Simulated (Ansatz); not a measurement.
[WOF4]- (WOF₄⁻), relaxed as a doublet with UKS r2SCAN-D4/def2-SVPD in Ansatz, starting from the GFN2-xTB geometry. Force threshold 0.02 eV/Å.

In the def2 sets W takes a core potential; there is no spin–orbit coupling. The highest occupied level of the charge -1 doublet lies above zero (up to 0.42 eV). By energy differences its removal costs 3.08 eV (vertical, to the charge 0 singlet, at CCSD(T)/def2-SVPD). The relaxation made no stability test and no search for a lower SCF solution. No other spin state of charge -1 was run.

Start:

Cartesian coordinates in Å:
```
W -0.133 0.058 0.171
O -1.134 0.495 1.463
F -1.158 -0.420 -1.458
F 0.260 -1.886 0.141
F 1.793 0.143 0.639
F 0.371 1.611 -0.956
```

Task: Estimate the energy that the relaxation releases and the steps that it takes.

Result: 0.19 eV, in 3 steps; 17 s on 4 threads of Arm Neoverse V1 on a shared host. No frequencies were taken in this run, so the end may be a saddle point.

Task: Does the start keep its bonding and symmetry?

Result: By distances, no bond broke or formed. The bond that changes most is W1–F4, from 1.98 to 1.94 Å (atoms count from 1). Point group C4v at the start, C4v at the end, both within 0.05 Å.

Task: Predict the relaxed structure.

Result: 
Cartesian coordinates in Å:
```
W -0.0739 0.0323 0.0953
O -1.0861 0.4738 1.4015
F -1.1950 -0.4104 -1.4306
F 0.2333 -1.8862 0.1784
F 1.7763 0.1567 0.6804
F 0.3454 1.6338 -0.9249
```
Bond lengths: 4 × F–W 1.94 Å; 1 × O–W 1.71 Å.
